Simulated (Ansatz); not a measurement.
`F[SiH2][SiH2]S` + H₂ → `[SiH3][SiH2]S` + H–F at 500 K and 1 bar (hydrogenolysis of the Si–F bond).

Isolated molecules relaxed with PBE0-D4/def2-TZVP in Ansatz; ΔE leaves out vibrations. CCSD(T)/CBS adds triple-zeta CCSD(T) − MP2 to the extrapolated MP2 energy (def2 sets, frozen cores). This one scheme is used for every species. One conformer a species, not always the lowest.

```tsv
species	CCSD(T)/CBS energy (Eh)	H − E (kJ/mol)	S (J/(mol·K))
`F[SiH2][SiH2]S`	-1078.81150	169.7	421.8
H₂	-1.17544	41.0	145.5
`[SiH3][SiH2]S`	-979.55409	178.3	399.4
H–F	-100.39570	39.4	188.7
```

H − E and S are ideal-gas, rigid-rotor, harmonic terms from PBE0-D4/def2-TZVP, for one conformer and one mirror image of each species. The MP2-based limit puts H₂ 0.8 mEh under its directly extrapolated value; such offsets cancel only in part. 1 Eh = 2625.50 kJ/mol, R = 8.31446 J/(mol·K).

Problem. By hand: ΔE, ΔH, ΔS and ΔG.

Solution. ΔE = (-979.55409) + (-100.39570) − (-1078.81150) − (-1.17544) = 0.03715 Eh = 97.5 kJ/mol. Δ(H − E) = 178.3 + 39.4 − 169.7 − 41.0 = 7.0, so ΔH = 104.5 kJ/mol. ΔS = 399.4 + 188.7 − 421.8 − 145.5 = 20.8 J/(mol·K). ΔG = 104.5 − 500 × (20.8)/1000 = 94.1 kJ/mol.

Problem. By hand: the equilibrium constant, and the temperature at which ΔG would vanish if ΔH and ΔS stayed fixed.

Solution. log₁₀ K = −ΔG/(RT ln 10) = -9.8. ΔG = 0 at ΔH/ΔS = 5024 K, far beyond where these terms or the molecules hold.

ΔH outweighs TΔS. A doubt of 5 kJ/mol in ΔE shifts log₁₀ K by 0.5 here. Other conformers and mirror images would add mixing entropy, several J/(mol·K) or more a flexible species. Modes under 60 cm⁻¹, often nearly free rotors, make the harmonic entropy too high. These are equilibria of isolated gas molecules and say nothing of rates. Largest T1 diagnostic: 0.012 (customary marks: 0.02 for closed shells, 0.045 for open ones).
